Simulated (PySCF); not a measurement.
WOSFCl, SMILES [O]=[W]([F])(=[S])[Cl], multiplicity 1. Atoms are numbered in the order given.

```xyz
5

W      0.0190    -0.1337    -0.1533
O      1.2184    -0.0299    -1.3540
S      1.0294    -0.4688     1.6996
F     -1.0981    -1.5857    -0.5049
Cl    -1.0436     1.8767    -0.0278
```
Charge 0, spin multiplicity 1.

The structure is a stationary point at B3LYP-D3(BJ)/def2-SVP. The spin state was assumed, not searched. The structure was generated by enumeration; whether it is a known compound was not checked. The def2 effective core potentials stand for the cores of W; spin–orbit coupling is left out.

Computed with PySCF with B3LYP-D3(BJ)/def2-SVP.

Frequencies are harmonic and unscaled.

```
mode  ν (cm⁻¹)  IR (km/mol)  Raman (Å⁴/amu)  depolarisation  moving atoms (share of kinetic energy)
----  --------  -----------  --------------  --------------  --------------------------------------
1          138          1.5             2.9            0.68         Cl 38 %, F 28 %, S 20 %, W 12 %
2          153          1.5             2.9            0.73         Cl 30 %, S 24 %, F 21 %, W 16 %
3          189          1.5             1.7            0.75                  F 56 %, S 26 %, W 11 %
4          236          4.4             2.5            0.73                          O 63 %, F 24 %
5          281          1.9             3.8            0.70                          O 71 %, S 18 %
6          414         48.0             5.1            0.14                         Cl 78 %, W 19 %
7          554         41.8            20.1            0.17                          S 83 %, W 17 %
8          704         97.1             2.6            0.11                          F 89 %, W 10 %
9         1027        126.9            17.9            0.12                           O 92 %, W 8 %
```
